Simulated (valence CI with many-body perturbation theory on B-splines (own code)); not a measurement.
Results of a calculation; reference values are marked as such.
# Sensitivity of CI+MBPT for Cl⁴⁺

Method: relativistic CI+MBPT: three valence electrons over a frozen Dirac-Fock core [Ne], a basis of 6 s, 6 p, 5 d, 3 f, 1 g functions for each j, with the one-electron correlation potential Σ1 (screened to all orders), the two-electron term Σ2, the three-electron term Σ3, Breit, model QED; selected single and double excitations, second order for the rest, scaled by the run's own slope (own B-spline code, finite nucleus).

No measured levels were compared; by estimate levels hold to about 100 cm⁻¹ or 0.05 % of their energy and the worst to 300 or 400 cm⁻¹, as in measured light ions of charge 2 to 7.

The reference run has the lowest level 3s²3p ²P°_1/2 and an ionisation energy of 67.7241 eV. Its largest variational space holds 4069 state functions.

Names give the largest LS component (configuration and term), which can be under half, so a name can repeat, a term be missing and a line seem to break the LS rules; names also repeat where a configuration has a term twice.

Changed runs:
A. screening of Σ1 on → off
B. natural orbitals for correlation on → off; highest l with Σ1, explicit Σ2 and valence Breit (higher l get mean screening factors) 3 → 0
C. size limit of the variational space 10000 → 1500; second order for the rest on → off
D. scale of Σ2 1 → 3 (bad on purpose)

Excitation energies of the reference run in cm⁻¹, and shifts in cm⁻¹:

```
                 Level  Reference         A        B         C        D
         3s²3p ²P°_3/2       1493      -0.3      -35       +30     +6.1
          3s3p² ⁴P_1/2      85384      +7.7    +1683      -1.3    +1732
          3s3p² ⁴P_3/2      85923      +7.6    +1670       +23    +1734
          3s3p² ⁴P_5/2      86768      +7.4    +1661       +28    +1735
          3s3p² ²D_3/2     113214       +13    +2709       +55     +598
          3s3p² ²D_5/2     113287       +13    +2719       +78     +590
          3s3p² ²S_1/2     146951      +8.6    +5930      +2.7    -1470
          3s3p² ²P_1/2     158191       +11    +6692      +8.9    -4436
          3s3p² ²P_3/2     159154       +10    +6676      +104    -4453
          3s²3d ²D_3/2     186127       +31    +4557      +131    -3496
          3s²3d ²D_5/2     186155       +32    +4549      +145    -3494
           3p³ ²D°_3/2     222371       +29    +4318       +44    +1020
Ionisation energy (eV)    67.7241  +0.00019  -0.3080  -0.00033  -0.3116
```
